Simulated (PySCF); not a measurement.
# Correlation energy of S(3+) (sulfur, charge +3)

[Ne] 3s2 3p1, 2P determinant. All numbers are calculated (PySCF 2.14, the non-relativistic Hamiltonian (point nucleus), in dyall-acv3z (19s12p6d4f, 113 functions)). Frozen: [Ne]; 3 electrons correlated; the 23 highest virtual orbitals of each spin left out.

MP2 pair energies summed by pair of shells (mhartree):

```tsv
pair	energy	share (%)
3s-3s	-28.38	54.4
3s-3p	-23.80	45.6
```

Total MP2 correlation energy: -52.18 mhartree.

Same-spin part -3.24 and opposite-spin part -48.94 mhartree; SCS-MP2 scales them by 1/3 and 6/5 to -59.80 mhartree.
